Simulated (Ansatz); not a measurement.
Input file for Ansatz (a quantum-chemistry and plane-wave program): U-CCSD(T)/def2-SVP on BFHI (SMILES FBI), a point of a bond scan (R = 1.180 Å). Elements past Kr take the def2 small-core potentials; no spin–orbit coupling. The run froze 11 orbitals, filled d shells among them.

Ansatz 0.2 input:
```yaml
crystal:
  periodic: [false, false, false]
  atoms:
    - {symbol: B, position_ang: [-0.24474767, -1.33345574, 0.80641967]}
    - {symbol: F, position_ang: [0.68859733, -1.70272559, 1.42765137]}
    - {symbol: H, position_ang: [-1.26010087, -1.94582817, 0.81786299]}
    - {symbol: I, position_ang: [-0.08767701, 0.45862089, -0.34566142]}
basis:
  gaussian:
    orbitals: def2-SVP
correlation: {method: ccsd_t, electrons: outside_noble_gas}
scf: {omitted_lower_state_checks: [cluster_reference]}
magnetization: {spin_polarized: true, initial_magnetization: 0}
```

The head of its log:

```
WARN ansatz: RAYON_NUM_THREADS=1 ignored (pool sized by the plan → 1); use --threads N
Functional definition: HF
these checks for a lower state are left out or cut short: cluster_reference
integrals: 0.05 GiB planned
656 factors; integrals over basis functions are off by at most 1.1e-3 eV
mean field: 0.20 GiB planned
mean field evaluation 1: about -11463.4108 eV, gradient 1.5e1 eV
mean field evaluation 2: about -11463.4755 eV, gradient 1.5e1 eV
mean field evaluation 4: about -11464.5976 eV, gradient 1.3e0 eV
mean field evaluation 8: about -11464.6167 eV, gradient 2.6e-4 eV
mean field -11464.61674607 eV, -421.3168944216 hartree, gradient 9.0e-7 eV, S^2 0.000000; 0 other end points of the search recorded, 0 dependent functions left out
11 core orbitals not correlated
reference -11464.61674607 eV, -421.3168944216 hartree; 9, 9 occupied and 39, 39 virtual orbitals, 656 factors
```

Task: What total energy does the run end on?

Result: -421.7050 hartree (reference determinant -421.3169, T1 diagnostic 0.013).
